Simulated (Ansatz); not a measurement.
CH5GeSSb, SMILES `[GeH3][Sb]1[CH2][S]1`. Total charge 0; spin multiplicity 1. Sb takes the def2 core potential. Geometry: relaxed with PBE0-D4/def2-TZVP.

```xyz
9

Ge   -1.639   -0.341    0.087
Sb    0.109    1.595    0.428
C     1.785    0.249    0.122
S     1.402    0.919   -1.490
H    -2.681    0.061   -0.970
H    -0.878   -1.589   -0.395
H    -2.388   -0.674    1.394
H     1.572   -0.806    0.260
H     2.717    0.586    0.563
```

(1) What is the dipole moment at r2SCAN/def2-TZVPP? (Best estimate.)

(2) And with PBE, B3LYP, ωB97M-V? (Estimate.)

(3) Give the Mulliken charges with r2SCAN, B3LYP, PBE in def2-TZVPP. (Estimate.)

Answers

(1) The calculation gave: 1.78 D, with components (-0.13, 0.03, 1.77) D in this frame, pointing from negative to positive charge.

(2) Ansatz gave: PBE 1.72 D, B3LYP 1.81 D, ωB97M-V 1.81 D.

(3) Ansatz gave: 
```tsv
atom	r2SCAN	B3LYP	PBE
Ge1	0.06	0.02	0.02
Sb2	0.28	0.35	0.29
C3	-0.24	-0.34	-0.30
S4	-0.27	-0.26	-0.25
H5	-0.01	-0.01	-0.01
H6	-0.01	-0.01	0.00
H7	-0.03	-0.02	-0.02
H8	0.10	0.13	0.13
H9	0.11	0.14	0.13
```

B3LYP here is the variant with VWN-RPA as its local correlation; programs differ in this.
